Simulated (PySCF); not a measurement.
## Dipole moment and polarisability of `C#C[Si@@H]1OCC[C@@H]1F`

Species: C5H7FOSi.
Structure used (GFN2-xTB), in Å, numbered top down from 1:
```
atom  x, y, z in Å
C1     3.290    1.077    0.181
C2     2.296    0.662   -0.351
Si3    0.765    0.010   -1.152
O4    -0.459    1.091   -1.199
C5    -1.511    0.838   -0.294
C6    -1.590   -0.668   -0.030
C7    -0.158   -1.184    0.052
F8     0.313   -1.042    1.353
H9     4.159    1.443    0.649
H10    0.965   -0.530   -2.489
H11   -2.432    1.225   -0.737
H12   -1.311    1.378    0.637
H13   -2.147   -0.879    0.882
H14   -2.081   -1.157   -0.873
H15   -0.102   -2.255   -0.157
```

Level: CAM-B3LYP/def2-SVPD (PySCF), static field, nuclei fixed, core orbitals frozen in the response. The polarisability tensor in these axes (au):

```
x   98.53  8.76  4.23
y    8.76 72.12  2.25
z    4.23  2.25 73.17
```

Task: What are the eigenvalues, a third of the trace, and Δα (Δα² = ½Σ(αi − αj)² over the three pairs)?

Result: Principal values 69.21, 72.67 and 101.94 au; mean 81.27 au = 12.04 Å³ = 13.40 × 10⁻⁴⁰ C²·m²/J; Δα = 31.14 au (38 % of the mean).

Task: What is the dipole moment, and where does it point?

Result: (-0.64, -0.75, -0.51) D, 1.11 D in size, pointing from the negative to the positive side. Measured along this direction, the outermost atoms are H9 at the negative end and H14 at the positive end.

Task: Estimate the molar refractivity from the static electronic polarisability.

Result: Lorentz–Lorenz: R = (4π/3)N_A α = 2.5225 cm³/(mol·Å³) × 12.04 Å³ = 30.4 cm³/mol, in the limit of long wavelengths.

Task: Find the Langevin capture rate constant for O2+ (31.990 u) meeting this molecule (130.025 u), k = 2.342 × 10⁻⁹ cm³/s × √(α in Å³ / reduced mass in u).

Result: The reduced mass is 25.67 u, so k = 1.60 × 10⁻⁹ cm³/s. The formula leaves out the permanent dipole, which adds to the capture rate.

Task: What are the principal values of the traceless quadrupole moment, Θ = ½Σq(3rr − r²1), about the centre of nuclear charge?

Result: -12.95, -0.10, 13.06 D·Å. The values depend on the origin, since the dipole doesn't vanish. The electronic extent ⟨r²⟩ about the same centre is 1096 bohr², a root-mean-square distance of 2.12 Å for the 68 electrons.

Geometry: GFN2-xTB, one conformer, isolated molecule.

The run behind these numbers computed excited states as well. The run took 75 s wall on an x86-64 server with one thread, no GPU (shared host).
